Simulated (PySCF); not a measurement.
Mean harmonic wavenumber (cm⁻¹) of eight silicon and germanium compounds: PBE-D3(BJ) beside B3LYP-D3(BJ), computed with PySCF for isolated molecules in the bases named; differences from unrounded values. The eight are the first of their class met in an unordered collection, after screening for sound electronic states; none was chosen by its value. Each level has its own optimised geometry.

```
molecule                                           basis  B3LYP-D3(BJ)  PBE-D3(BJ)  difference
----------------------------------------------  --------  ------------  ----------  ----------
C5H8Si, SMILES C[SiH2]C(=C)C#C                  def2-SVP          1284        1248         -37
Se(Cl)(GeH3) (ClGeH3Se), SMILES Cl[Se][GeH3]    def2-SVP           910         884         -27
C2H7BrSi, SMILES CC[SiH2]Br                     def2-SVP          1357        1321         -36
C3H5FOSi, SMILES C1([SiH2]F)=COC1               def2-SVP          1200        1164         -36
C₂H₁₂OSi₃, SMILES C[C@@H]([SiH3])O[SiH2][SiH3]  def2-SVP          1159        1122         -36
Cl₂FGeHO, SMILES [Ge]([Cl])([F])([Cl])[OH]      def2-SVP           684         664         -20
BrF2HOSi, SMILES F[Si](F)(O)Br                  def2-SVP           784         763         -21
C₂H₆F₂Si, SMILES [SiH2](C(F)F)C                 def2-SVP          1234        1198         -36
```

PBE-D3(BJ) lies below B3LYP-D3(BJ) in 8 and above it in 0 of the eight; the mean signed difference is -31 and the largest -37 cm⁻¹.
